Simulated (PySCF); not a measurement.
PBE on B⁻ (boron, charge -1), [He] 2s2 2p2, high-spin 3P determinant. Calculation: PySCF 2.14, in x2c-QZVPPall with one added diffuse shell each of s, p, d, f type (8s5p4d3f1g, 73 functions); scalar relativity by spin-free X2C-1e.

```
cycle= 1 E= -24.6400792356331  delta_E= -0.00549  |g|= 0.026  |ddm|= 0.418
cycle= 2 E= -24.6330456507824  delta_E= 0.00703  |g|= 0.0723  |ddm|= 0.334
cycle= 3 E= -24.641308806994  delta_E= -0.00826  |g|= 0.00843  |ddm|= 0.188
cycle= 4 E= -24.6414358028208  delta_E= -0.000127  |g|= 0.000883  |ddm|= 0.0312
cycle= 5 E= -24.6414372246472  delta_E= -1.42e-06  |g|= 4.88e-05  |ddm|= 0.00356
cycle= 6 E= -24.6414372274355  delta_E= -2.79e-09  |g|= 1.16e-06  |ddm|= 8.28e-05
cycle= 7 E= -24.641437227438  delta_E= -2.47e-12  |g|= 4.87e-07  |ddm|= 7.29e-06
converged SCF energy = -24.641437227438  <S^2> = 2.0029293  2S+1 = 3.0019522
```

Highest occupied orbital energy: 1.799 eV; ⟨L²⟩ = 2.01; populations by l: s 4.00, p 2.00, d 0.00, f 0.00.

Problem. Can this result be used?

Solution. With care. Self-consistency was reached. At PBE the highest occupied level has a positive energy, so only the finite basis holds that electron; in a semilocal or global hybrid functional this comes from self-interaction and does not mean that the real anion is unbound.
